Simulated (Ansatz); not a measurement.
Two isomers of CH6BNSi: A = `[SiH3]B1CN1`, B = `BN1C[SiH2]1`.

Isolated molecules relaxed with PBE0-D4/def2-TZVP in Ansatz; ΔE leaves out vibrations. CCSD(T)/CBS adds triple-zeta CCSD(T) − MP2 to the extrapolated MP2 energy (def2 sets, frozen cores). Functionals use def2-TZVPP. B3LYP here is the variant with VWN-RPA as its local correlation; programs differ in this.

Question: Which is lower in electronic energy at CCSD(T)/CBS, and by how much? (An estimate is asked.)

Answer: The calculation gave: B, by 62.0 kJ/mol.

Question: Give E(B) − E(A) in kJ/mol with CCSD(T)/def2-TZVPP, LDA (SPW92), r2SCAN-D4, B3LYP, B3LYP-D4, CCSD/def2-TZVPP, B2PLYP. (Best estimate.)

Answer: Computed: CCSD(T)/def2-TZVPP -61.3, LDA (SPW92) -49.8, r2SCAN-D4 -59.5, B3LYP -60.2, B3LYP-D4 -63.3, CCSD/def2-TZVPP -61.9, B2PLYP -64.3. None reverses the order clearly.

Question: Does the order hold for the free energy at 298.15 K (harmonic terms from PBE0-D4)? (An estimate is asked.)

Answer: Ansatz gave: Yes: G(B) − G(A) = -57.5 kJ/mol.

Largest T1 diagnostic: 0.014.

The D4 term adds −3.2 kJ/mol with B3LYP and −1.5 kJ/mol with PBE0; it sums over pairs of atoms, weighted by their polarisabilities, and B3LYP, whose exchange is more repulsive, gets the larger term. From BLYP to BHLYP (50 % exact exchange), in def2-TZVPP and without D4, E(B) − E(A) moves by −7.1 kJ/mol.
